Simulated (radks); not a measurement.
The numbers below are computed, except where a source is named.
Species: Ni13+. Configuration: [Ne] 3s1.5 3p3 3d0.5 (fractional occupations, a model configuration). Code: a radial shooting solver on a logarithmic mesh with Libxc functionals. Model: scalar-relativistic Kohn-Sham, BP86, spin-polarised, spherical densities, finite nucleus; open shells are filled with parallel spins first; Fermi nuclear charge, rms radius 3.7757 fm.

Radial electron density D(r) = 4 pi r^2 rho(r):

r (bohr),D(r) (e/bohr),spin D(r)
0.003914,2.570,0.0111
0.004897,3.772,0.0163
0.006127,5.458,0.0236
0.007665,7.764,0.0337
0.009589,10.81,0.0473
0.01209,14.80,0.0658
0.01513,19.38,0.0885
0.01893,24.33,0.117
0.02368,29.04,0.154
0.02963,32.57,0.204
0.03706,34.01,0.284
0.04637,32.90,0.421
0.05801,29.92,0.659
0.07258,27.11,1.04
0.0908,27.00,1.54
0.1136,30.67,2.01
0.1421,35.86,2.15
0.1778,37.64,1.66
0.2224,32.39,0.749
0.2783,22.06,0.456
0.3482,13.20,2.02
0.4391,10.17,5.33
0.5493,10.39,7.63
0.6872,8.604,6.70
0.8597,4.556,3.59
1.076,1.395,1.11
1.346,0.2240,0.181
1.684,0.01681,0.0139
2.106,0.0005014,0.000428

D(r) has 3 maxima, at r = 0.0377, 0.169, 0.541 bohr, and minima at 0.0818, 0.450 bohr, inside which lie 2.11, 10.70 electrons.
